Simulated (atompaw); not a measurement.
## H (Z = 1): PAW (atompaw) pseudisation with PBE, scalar-relativistic reference atom.

```
Element                 : H
Generator               : atompaw 4.2.0.5
Type                    : PAW
Functional              : PBE
Relativity              : scalar-relativistic
Frozen core             : none
Valence charge          : 1
Reference configuration : 1s1
Partial waves           : 1s (bound): rc 0.90 bohr; 1s channel at 0.05 Ry: rc 0.90 bohr; 2p channel at 0.35 Ry: rc 0.90 bohr
Local potential         : bessel scheme, radius 0.60 bohr
Core correction         : none
Augmentation charge     : sinc compensation charge, radius 0.70 bohr; PAW radius 0.90 bohr; waves and projectors: custom polynom vanderbiltortho
```

(1) Estimate the cutoffs (Ry, on a coarse ladder) from which the occupation-weighted sum of valence levels, in a spherical-Bessel basis at the reference potential, stays within 10 and 1 mRy of its value at 400 Ry.

(2) What does a ghost test show?

(3) Is the overlap operator S = 1 + Σ q|β⟩⟨β| positive definite (Bessel basis up to 400 Ry)?

Answers

(1) 21 Ry and 40 Ry.

(2) No extra level below or beside the all-electron valence levels (s, p, d, f tested).

(3) Yes: its lowest eigenvalue is 0.99 (s channel).
